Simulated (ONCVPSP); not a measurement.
## Which setting gave this result? (Sn, ONCV)

Base potential:

- Element: Sn
- Generator: ONCVPSP 4.0.1
- Type: optimised norm-conserving Vanderbilt (ONCV)
- Functional: BLYP
- Relativity: scalar-relativistic
- Frozen core: [Ar] 3d10
- Valence charge: 22
- Reference configuration: 4s2 4p6 4d10 5s2 5p2
- Partial waves: 4s+5s: rc 1.50 bohr, ncon 4, nbas 8, qcut 7.7 1/bohr, 2 projectors; 4p+5p: rc 1.65 bohr, ncon 3, nbas 8, qcut 8.6 1/bohr, 2 projectors; 4d: rc 1.00 bohr, ncon 3, nbas 7, qcut 10.5 1/bohr, local
- Local potential: the d channel
- Core correction: Teter function, fcfact 2.25, rcfact 1.4

Cutoffs, loose and tight: the cutoffs (Ha) at which the residual kinetic energy of the hardest occupied pseudo-wave falls to 1 and 0.1 mHa per electron. They do not see the model core or the augmentation charge, which bear on the density cutoff. Test errors are all-electron minus pseudo excitation energies from the reference, over the configurations 4s2 4p6 4d10 5s2 5p1; 4s2 4p6 4d10 5s2 5p0; 4s2 4p6 4d10 5s1 5p0; 4s2 4p6 4d9 5s2 5p2; variants that change the core or the reference have their own tests.

Only the d radius is moved (1 further runs of the sweep failed or gave no value and are left out):

```
d radius (bohr)  cutoff, loose  cutoff, tight  bound ghosts  largest test error (meV)
           0.82          51 Ha         256 Ha          none                       -14
           0.92          46 Ha          55 Ha          none                       -14
           1.08          44 Ha          51 Ha          none                       -14
            1.2          42 Ha          49 Ha          none                       -14
           1.44          39 Ha          45 Ha          none                       -15
```

Task: One more run gave cutoff, loose: 40 Ha; cutoff, tight: 46 Ha; bound ghosts: none; largest test error (meV): -15. Which value of the d radius was used?

Result: 1.34 bohr. The tight cutoff moves one way along this sweep, from 256 Ha at 0.82 to 45 Ha at 1.44 bohr, which places the run between 1.2 and 1.44 bohr.
